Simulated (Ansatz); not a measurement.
C3H7AlOSi. Total charge 0; spin multiplicity 1. The bonds changed during the relaxation, so this is another structure than the one it started from. The structure was optimised at the PBE0-D4/def2-TZVP level. It is one conformer, not always the lowest.

```xyz
13

C    -1.158   -0.123    1.844
C    -0.401   -0.161    0.743
Al   -0.485   -1.513   -0.733
Si    0.810    1.143    0.294
C     0.972    0.733   -1.588
O     0.459   -0.307   -1.998
H    -1.106    0.666    2.595
H    -1.896   -0.895    2.063
H    -1.907   -1.731   -1.414
H     0.563   -2.711   -0.648
H     0.441    2.582    0.396
H     2.207    0.979    0.789
H     1.502    1.339   -2.343
```

Q: What is the dipole moment at r2SCAN/def2-TZVPP? (Estimate.)

A: Computed: 3.92 D, with components (1.58, 3.58, 0.27) D in this frame, pointing from negative to positive charge.

Q: And with PBE, B3LYP, ωB97M-V? (Best estimate.)

A: Ansatz gave: PBE 3.70 D, B3LYP 4.05 D, ωB97M-V 4.19 D.

Q: Give the Mulliken charges with r2SCAN, B3LYP, PBE in def2-TZVPP. (Best estimate.)

A: The calculation gave: 
| atom | r2SCAN | B3LYP | PBE |
| --- | --- | --- | --- |
| C1 | -0.13 | -0.22 | -0.21 |
| C2 | -0.26 | -0.17 | -0.11 |
| Al3 | 0.42 | 0.38 | 0.27 |
| Si4 | 0.30 | 0.28 | 0.19 |
| C5 | 0.17 | 0.10 | 0.12 |
| O6 | -0.20 | -0.19 | -0.13 |
| H7 | 0.06 | 0.09 | 0.09 |
| H8 | 0.07 | 0.10 | 0.09 |
| H9 | -0.19 | -0.18 | -0.15 |
| H10 | -0.19 | -0.18 | -0.15 |
| H11 | -0.06 | -0.06 | -0.05 |
| H12 | -0.05 | -0.05 | -0.04 |
| H13 | 0.07 | 0.11 | 0.09 |

B3LYP here is the variant with VWN-RPA as its local correlation; programs differ in this.
